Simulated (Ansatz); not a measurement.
Several settings on one geometry of (ClBe-mu-F)2 (Be2Cl2F2) (that of the charge 0 singlet, r2SCAN-D4/def2-SVP). Ansatz on 4 threads of Arm Neoverse V1 on a shared host; times are rough.

Cartesian coordinates in Å:
```
Be 0.723 0.434 -0.753
Cl 1.894 1.141 -1.972
F -0.762 -0.125 -0.804
Be -0.723 -0.435 0.753
Cl -1.896 -1.137 1.973
F 0.763 0.122 0.803
```

Totals from different functionals, basis sets or treatments of relativity can't be compared as stabilities.

DK, ANO-RCC and x2c sets are all-electron and run with scalar relativity unless a key says otherwise.

The spins typed aren't always the lowest for that charge.

**Question.** Give the basis size and estimate the energy, ⟨S²⟩ and time of these runs.

| run | method | charge | state | further keys |
| --- | --- | --- | --- | --- |
| 1 | RKS RPBE-D4/ANO-RCC-VTZP | 0 | singlet | scf: {lower_state_search: off}; forces asked |
| 2 | UKS PBEsol/aug-cc-pVDZ | 1 | doublet | scf: {omitted_lower_state_checks: [starts]}; forces asked |
| 3 | UKS LDA (SPW92)/def2-mTZVPP | 1 | doublet | fitting: {mean_field: def2-universal-jkfit} |

**Answer.** 
```tsv
run	functions	energy (Eh)	⟨S²⟩	wall time
1	188	-1153.0094	–	3 s
2	146	-1146.8112	0.75	4.8 s
3	124	-1144.9769	0.75	6.5 s
```
